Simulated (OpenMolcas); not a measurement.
neutral scandium: the spin-orbit constant, thermal populations, worked from levels

* Program: OpenMolcas 26.06
* Basis: ANO-RCC-VDZ [5s4p2d]
* Scalar Hamiltonian: DKH2, point nucleus
* Active space: 3 electrons in 6 orbitals (3d 4s)
* State averaging: 2S+1 = 4 even, 10 roots; 2S+1 = 2 even, 29 roots
* Spin-orbit coupling: RASSI with atomic mean-field integrals over the reference wave functions, term energies averaged over their components

Methods: CASSCF; MS-CASPT2, IPEA 0.25 Eh, imaginary shift 0.1 Eh (closed shells correlated: 3s 3p). Measured levels: NIST Handbook of Basic Atomic Spectroscopic Data.

**The spin-orbit constant.** For the Hund term ²D of d1, E(J) = (A/2) J(J+1) + constant and ζ = 2S·A = A. From J = 3/2 to J = 5/2 the energy changes by 2.5 A.

```csv
Source,E(5/2) - E(3/2),A,ζ
CASSCF,139.2,55.7,56
MS-CASPT2,142.9,57.2,57
measured,168.3,67.3,67
```

All in cm-1. MS-CASPT2 is off by -15.1 % and CASSCF by -17.3 %. Both methods take the spin-orbit matrix elements from the reference wave functions, so the second can move ζ only through the term energies and any multistate remixing.

**Thermal populations.** Z = Σ (2J + 1) exp(-E/kT) with k = 0.695035 cm-1/K, over the levels below. No other level of either list lies under 14900 cm-1, which is above 7 kT at each temperature.

| Level | 2J + 1 | MS-CASPT2 | measured |
| --- | --- | --- | --- |
| 3d 4s² ²D_3/2 | 4 | 0.0 | 0.0 |
| 3d 4s² ²D_5/2 | 6 | 143 | 168 |
| 3d² 4s ⁴F_3/2 | 4 | 15140 | 11520 |
| 3d² 4s ⁴F_5/2 | 6 | 15190 | 11558 |
| 3d² 4s ⁴F_7/2 | 8 | 15250 | 11610 |
| 3d² 4s ⁴F_9/2 | 10 | 15340 | 11677 |

```csv
T (K),"Z, MS-CASPT2","Z, measured levels","Ground level (%), MS-CASPT2","Ground level (%), measured levels"
1000,8.884,8.712,45.0,45.9
2000,9.414,9.324,42.5,42.9
3000,9.621,9.642,41.6,41.5
```

At 3000 K, kT = 2085 cm-1, and the computed levels give Z = 4.000 + 5.602 + 0.003 + 0.004 + 0.005 + 0.006 = 9.621.

CASPT2 breaks the degeneracy within a term, and the mean is taken; among the terms shown or strongly mixed into the levels shown the widest spread is 260 cm-1 (3d² 4s ⁴F, MS-CASPT2). A single d shell beside an s shell can misplace configurations of different d count against each other. Without dynamic correlation excited terms often stand tens of per cent too high (terms of higher spin than the ground term too low), and those without a measured partner can miss by more than the paired ones (holds for CASSCF). Measured partners are found by configuration, term and J. A level has none where our copy of the source lacks it or the pairing is in doubt (some pairs that miss far off the trend of their configuration count as doubtful), and it then counts in no deviation. Levels of configurations outside the active space are missing.
